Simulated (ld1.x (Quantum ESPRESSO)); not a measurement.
u(r) = r·R(r): atom against pseudo-atom (magnesium)

Columns: radius, all-electron u(r) and pseudo u(r) of the 3s shell (level -4.70 eV) of magnesium in the configuration [He] 2s2 2p6 3s2 3p0; PBE, non-relativistic, PAW scheme, ld1.x (Quantum ESPRESSO) 7.5.

```json
{"r (bohr)": "0.132", "all-electron": "0.0673", "pseudo": "0.0459"}
{"r (bohr)": "0.265", "all-electron": "-0.1262", "pseudo": "0.0919"}
{"r (bohr)": "0.398", "all-electron": "-0.2302", "pseudo": "0.1374"}
{"r (bohr)": "0.530", "all-electron": "-0.2334", "pseudo": "0.1821"}
{"r (bohr)": "0.663", "all-electron": "-0.1733", "pseudo": "0.2261"}
{"r (bohr)": "0.795", "all-electron": "-0.0829", "pseudo": "0.2688"}
{"r (bohr)": "0.928", "all-electron": "0.0189", "pseudo": "0.3104"}
{"r (bohr)": "1.060", "all-electron": "0.1187", "pseudo": "0.3500"}
{"r (bohr)": "1.193", "all-electron": "0.2118", "pseudo": "0.3880"}
{"r (bohr)": "1.325", "all-electron": "0.2939", "pseudo": "0.4235"}
{"r (bohr)": "1.458", "all-electron": "0.3652", "pseudo": "0.4568"}
{"r (bohr)": "1.590", "all-electron": "0.4246", "pseudo": "0.4869"}
{"r (bohr)": "1.723", "all-electron": "0.4738", "pseudo": "0.5142"}
{"r (bohr)": "1.855", "all-electron": "0.5130", "pseudo": "0.5378"}
{"r (bohr)": "1.988", "all-electron": "0.5441", "pseudo": "0.5580"}
{"r (bohr)": "2.120", "all-electron": "0.5673", "pseudo": "0.5741"}
{"r (bohr)": "2.252", "all-electron": "0.5835", "pseudo": "0.5862"}
{"r (bohr)": "2.385", "all-electron": "0.5933", "pseudo": "0.5940"}
{"r (bohr)": "2.518", "all-electron": "0.5975", "pseudo": "0.5975"}
{"r (bohr)": "2.650", "all-electron": "0.5966", "pseudo": "0.5966"}
{"r (bohr)": "2.782", "all-electron": "0.5915", "pseudo": "0.5915"}
{"r (bohr)": "2.915", "all-electron": "0.5827", "pseudo": "0.5827"}
{"r (bohr)": "3.048", "all-electron": "0.5709", "pseudo": "0.5709"}
{"r (bohr)": "3.180", "all-electron": "0.5566", "pseudo": "0.5566"}
{"r (bohr)": "3.312", "all-electron": "0.5403", "pseudo": "0.5403"}
{"r (bohr)": "3.445", "all-electron": "0.5223", "pseudo": "0.5223"}
```

Problem. How many radial nodes do the two functions have?

Solution. The all-electron 3s function has n − l − 1 = 2; the pseudo-wave has 0, since the states of the same l below it are removed with the core.

Problem. At about which radius was the pseudo-wave matched?

Solution. 2.65 bohr, where the columns begin to agree (steps of 0.13 bohr).

Problem. Is the pseudo-wave norm-conserving?

Solution. No, it belongs to a PAW set: the norm inside the radius is not constrained, and the difference is carried by the augmentation charge.
